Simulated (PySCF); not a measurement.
B(CF3)(Cl)(F) (CBClF4), SMILES FB(Cl)C(F)(F)F. Atoms are numbered in the order given.

```xyz
7

B      0.0984     0.0392     0.7352
C      0.2344    -0.3681    -0.8238
F     -0.6352     0.2609    -1.6202
F      0.0432    -1.6919    -0.9705
F      1.4747    -0.0816    -1.2616
Cl    -1.0578     1.2109     1.2741
F      0.9045    -0.5511     1.5864
```
Charge 0, spin multiplicity 1.

The structure is a stationary point at ωB97X-D3(BJ)/def2-SVP. This is a generated structure with no PubChem entry under its InChIKey; it may be hypothetical.

Two levels are set side by side: PBE/pcSseg-1 (PySCF) and B3LYP/pcSseg-1 (PySCF). GIAO shifts against BF3 (¹¹B), CFCl3 (¹⁹F), HCl (³⁵Cl), TMS (¹³C) at the same level; non-relativistic, no solvent, atoms listed together averaged. Without spin–orbit terms, shifts of atoms bonded to Cl or Br come out too high at both levels. Differences are taken from unrounded values.

```json
[
 {"quantity": "δ(¹¹B) of B1 (ppm)", "PBE": "24.5"},
 {"quantity": "δ(¹³C) of C2 (ppm)", "PBE": "132.7"},
 {"quantity": "δ(³⁵Cl) of Cl6 (ppm)", "PBE": "209.6"},
 {"quantity": "δ(¹⁹F) of F7 (ppm)", "PBE": "-39.3"}
]
```

Problem. These are the PBE values. What does B3LYP give? (An estimate is asked for; the answer gives what the named calculation found.)

Solution. 
```tsv
quantity	B3LYP	PBE minus B3LYP
δ(¹¹B) of B1 (ppm)	25.9	-1.5
δ(¹³C) of C2 (ppm)	129.8	2.9
δ(³⁵Cl) of Cl6 (ppm)	185.7	23.8
δ(¹⁹F) of F7 (ppm)	-33.7	-5.6
```

Rough cost on one machine, each run with all the roots and properties that it gave: B3LYP against PBE within a factor of 2.
